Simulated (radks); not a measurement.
Charge is removed step by step from the 1s up level of neutral hydrogen, starting from 1s(up 1, down 0). All-electron calculation, non-relativistic Kohn-Sham, PBE, spin-polarised, spherical densities, point nucleus. Program: a radial shooting solver on a logarithmic mesh with Libxc functionals.

removed (e),E - E(0) (eV),eigenvalue (eV)
0,0.000,-7.594
0.125,1.044,-9.116
0.25,2.281,-10.689
0.375,3.717,-12.292
0.5,5.354,-13.896
0.625,7.190,-15.454
0.75,9.212,-16.873
0.875,11.392,-17.905

The mean slope of the eigenvalue, de/dn, is 11.8 eV per electron.
